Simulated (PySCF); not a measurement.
Unrelated species, one level of theory. The calculation used PySCF, TDDFT B3LYP/def2-SVPD, vertical, gas phase, core orbitals frozen in the response, def2 core potentials past Kr. Geometries: PBE0-D3(BJ)/def2-SVP; one conformer of each isolated species. Triplets are in the Tamm–Dancoff approximation. Atoms past krypton carry core potentials; spin–orbit coupling is left out.

**Question.** Rank by computed lowest singlet excitation energy, lowest first.
A. `[NH]=[W](=[NH])([NH2])[NH2]`
B. `C=CS(=O)(=O)CC`
C. `CSc1ccccc1`
D. `[PH3]->[Hf](<-[PH3])([Br])([Br])([Br])[Br]`

**Answer.** D (3.54 eV), C (4.56 eV), A (4.81 eV), B (5.48 eV).

```csv
SMILES,S1 (eV),α (au),first f ≥ 0.01 (nm),HOMO (eV),f (S1),T1 (eV),S1 mainly
[PH3]->[Hf](<-[PH3])([Br])([Br])([Br])[Br],3.54,197.1,285,-7.17,0.001,3.45,H→L (99%)
CSc1ccccc1,4.56,105.3,272,-5.88,0.015,3.72,H→L (84%)
[NH]=[W](=[NH])([NH2])[NH2],4.81,77.6,249,-6.54,0.007,4.19,H→L (91%)
C=CS(=O)(=O)CC,5.48,77.1,195,-8.07,0.004,–,H→L (95%)
```

H and L stand for HOMO and LUMO; a dash means that no computed state gives the value.
